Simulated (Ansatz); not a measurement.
H6S2Si2 (`[SiH3]S[SiH2]S`) at its PBE0-D4/def2-TZVP geometry, where that method's forces vanish. Charge 0, multiplicity 1.

```xyz
10

Si    0.6902    0.8451   -1.3407
S     1.2996   -1.0314   -0.5173
Si   -0.0281   -1.0502    1.1537
S    -2.0915   -0.7755    0.6712
H     1.8386    1.3663   -2.1199
H    -0.4909    0.6932   -2.2237
H     0.3530    1.7898   -0.2415
H     0.0969   -2.4045    1.7374
H     0.3617    0.0037    2.1201
H    -2.0294    0.5635    0.7608
```

**Question.** What forces (eV/Å) does ωB97M-V/def2-TZVPP give on these atoms in Ansatz 0.2.0? (An estimate is asked.)

**Answer.** Ansatz gave: 
```
Si1 -0.038  0.174 -0.102
S2   0.000 -0.018  0.004
Si3  0.070 -0.050  0.208
S4   0.001  0.089 -0.012
H5  -0.145 -0.060  0.095
H6   0.141  0.018  0.110
H7   0.033 -0.115 -0.114
H8  -0.015  0.165 -0.066
H9  -0.048 -0.123 -0.120
H10  0.000 -0.080 -0.004
```
